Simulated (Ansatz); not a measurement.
A search over several starts for the lowest SCF solution of Sn(GeH3)H3 (SnGeH₆) at the given spin, in a small basis.

```yaml
crystal:
  periodic: [false, false, false]
  atoms:
    - {symbol: Sn, position_ang: [-0.003740, 0.007111, -1.273839]}
    - {symbol: Ge, position_ang: [0.003949, -0.006741, 1.317639]}
    - {symbol: H, position_ang: [0.824037, 1.168303, 1.866620]}
    - {symbol: H, position_ang: [0.617257, -1.309583, 1.847368]}
    - {symbol: H, position_ang: [-1.425341, 0.107954, 1.863859]}
    - {symbol: H, position_ang: [1.591890, -0.022325, -1.878492]}
    - {symbol: H, position_ang: [-0.775137, 1.410908, -1.862713]}
    - {symbol: H, position_ang: [-0.832925, -1.355638, -1.880442]}
basis:
  gaussian: {orbitals: def2-SVP, initial_orbitals: start.molden}
hamiltonian: {xc: pbe0, dispersion: d4}
output: {orbitals: {seedname: orbitals}}
```

The file start.molden holds the orbitals of an earlier run on this structure, at another level or in another basis.

```sh
$ ansatz run in.yaml --threads 2 --pin off --events-out ev --progress --plain --max-ram 4352MiB
```

Shortened log:

```
Functional definition: PBE0
961 factors; integrals over basis functions are off by at most 1.3e-3 eV
mean field evaluation 1: about -62432.3127 eV, gradient 3.0e1 eV
mean field evaluation 2: about -62432.4710 eV, gradient 2.2e-1 eV
mean field evaluation 4: about -62432.5086 eV, gradient 4.4e-4 eV
mean field evaluation 8: about -62432.1172 eV, gradient 1.4e1 eV
mean field evaluation 16: about -62432.5086 eV, gradient 1.6e-3 eV
mean field -62432.50855703 eV, -2294.3523711965 hartree, gradient 2.7e-5 eV, S^2 0.000000; 1 other end points of the search recorded, 0 dependent functions left out
reference -62432.50858918 eV, -2294.3523723782 hartree; 30, 30 occupied and 58, 58 virtual orbitals, 961 factors
Total energy: -62432.62652116 eV, -2294.3567062985 hartree
```

It took 7 s on 2 threads of Intel Xeon on a shared host.

In the def2 sets Sn takes a core potential; there is no spin–orbit coupling.
